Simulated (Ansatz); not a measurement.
**A barrier at the coupled-cluster level**

Start structure (SnH₆SO, singlet), relaxed at PBE0-D4/def2-TZVP:

| atom | x (Å) | y (Å) | z (Å) |
| --- | --- | --- | --- |
| Sn1 | -0.9256 | 0.7657 | 0.5223 |
| S2 | 0.1653 | -1.2538 | 1.3135 |
| H3 | -1.9136 | 0.2605 | -0.7615 |
| H4 | -1.8800 | 1.3493 | 1.8162 |
| H5 | 0.2543 | 1.9098 | 0.0989 |
| H6 | 1.1973 | -0.9531 | -0.9207 |
| O7 | 1.1382 | -0.4285 | -1.7310 |
| H8 | 1.0436 | -0.5941 | 2.0862 |
| H9 | 0.9204 | -1.0555 | -2.4240 |

The step: SnH₄S ([SH][SnH3]) + H₂O → SnH₄O ([OH][SnH3]) + H₂S; bonds formed: Sn1–O7, S2–H6; bonds broken: Sn1–S2, H6–O7. Computed with Ansatz 0.2.0 (basis: def2-TZVPP and def2-QZVPP); correlated methods freeze the cores. Filled d shells of the heavier atoms are correlated. Core potentials replace the inner electrons of the atoms past krypton. The def2 sets are not built for correlating such inner shells, so the correlated values are less sure here. Extrapolation: Hartree–Fock as exp(−7.88 √X), correlation as X^−2.97. Energies below are by CCSD(T) at an estimated basis limit (MP2 extrapolated from triple and quadruple zeta, plus CCSD(T) − MP2 in triple zeta).

Question: What are the electronic barrier and the energy of the step, from the start structure to the end structure? (Judge from chemistry; the value comes from the calculation.)

Answer: By the calculation: Barrier 26.50 kcal/mol; step energy 11.40 kcal/mol (uphill); reverse barrier, their difference, 15.10 kcal/mol. Barrier and step energy count from the start structure, the reverse barrier from the end structure.

The saddle point: One imaginary mode of 754i cm⁻¹.
```json
{"pair": "Sn1–O7", "start (Å)": "3.28", "saddle (Å)": "2.11", "end (Å)": "1.98"}
{"pair": "S2–H6", "start (Å)": "2.48", "saddle (Å)": "1.65", "end (Å)": "1.35"}
{"pair": "Sn1–S2", "start (Å)": "2.43", "saddle (Å)": "2.95", "end (Å)": "3.82"}
{"pair": "H6–O7", "start (Å)": "0.97", "saddle (Å)": "1.19", "end (Å)": "2.07"}
```

Zero-point energy (harmonic, PBE0-D4): ZPE is 33.39 kcal/mol at the start and 30.92 kcal/mol at the saddle, so the barrier goes from 26.50 to 24.04 kcal/mol.

T1 diagnostic: at most 0.014.

Labels in which every atom is bracketed show which atoms are joined, not bond orders.

For scale, one of the runs: CCSD(T)/def2-TZVPP, 207 basis functions, launched by `ansatz run in.yaml --threads 4 --pin off --events-out ev --progress --plain --max-ram 9574MiB`. Time: 71 s of wall clock on 4 CPU threads of an Arm Neoverse V2; the host was shared. Peak host memory: 3 GiB.
